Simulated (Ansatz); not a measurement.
Program: Ansatz. Geometries: PBE0-D4/def2-TZVP. ΔE: electronic, gas phase. CCSD(T)/CBS is the MP2 limit (def2-TZVPP, def2-QZVPP) plus CCSD(T) − MP2 in def2-TZVPP, frozen cores. This one scheme is used for every species. One conformer a species, not always the lowest.

Consider the substitution at a C–Si bond: `BO[SiH](F)C=C` + `OB(O)O` → `C=COB(O)O` + `BO[SiH2]F`.

`BO[SiH](F)C=C`:

Z-matrix (Å, degrees):
```
Si
O 1 1.645
C 1 1.837 2 109.9
F 1 1.592 2 105.7 3 119.2
H 1 1.480 2 110.8 3 -123.6
B 2 1.349 1 133.1 3 129.4
C 3 1.331 1 120.6 2 -124.9
H 3 1.088 1 120.5 2 54.7
H 6 1.203 2 120.0 1 -0.8
H 6 1.198 2 118.1 1 179.5
H 7 1.087 3 121.7 1 -0.3
H 7 1.086 3 122.4 1 179.7
```

`OB(O)O`:

Z-matrix (Å, degrees):
```
B
O 1 1.366
O 1 1.366 2 120.0
O 1 1.366 2 120.0 3 180.0
H 2 0.960 1 112.2 3 -0.0
H 3 0.960 1 112.2 2 180.0
H 4 0.960 1 112.2 2 0.0
```

`C=COB(O)O`:

```xyz
11

C    -0.813   -1.878   -1.046
C    -0.073   -0.838   -0.697
O    -0.428   -0.020    0.331
B     0.326    1.065    0.701
O    -0.097    1.836    1.743
O     1.477    1.368    0.040
H    -0.498   -2.505   -1.868
H    -1.731   -2.119   -0.526
H     0.851   -0.573   -1.200
H    -0.919    1.517    2.123
H     1.905    2.148    0.399
```

`BO[SiH2]F`:

Cartesian coordinates in Å:
```
B 1.184 -0.148 1.015
O -0.069 0.239 0.689
Si -0.944 0.106 -0.694
F -1.037 1.549 -1.352
H 1.585 0.115 2.112
H 1.854 -0.742 0.213
H -0.265 -0.795 -1.650
H -2.307 -0.324 -0.332
```

| level | ΔE (kJ/mol) |
| --- | --- |
| CCSD/def2-TZVPP | 77.2 |
| MP2/CBS(def2) | 83.8 |

Question: What does CCSD(T)/CBS give? (An estimate is asked.)

Answer: The calculation gave: +79.9 kJ/mol. The listed levels differ from it by -2.7, 3.9 kJ/mol.

Largest T1 diagnostic among the species: 0.013.

From PBE to PBE0 (25 % exact exchange), in def2-TZVPP and without D4, ΔE moves by +3.3 kJ/mol. In def2-TZVPP, CCSD(T) changes the Hartree–Fock value by +8.7 kJ/mol (the triples alone add +0.2 kJ/mol) and MP2 by +12.7 kJ/mol.
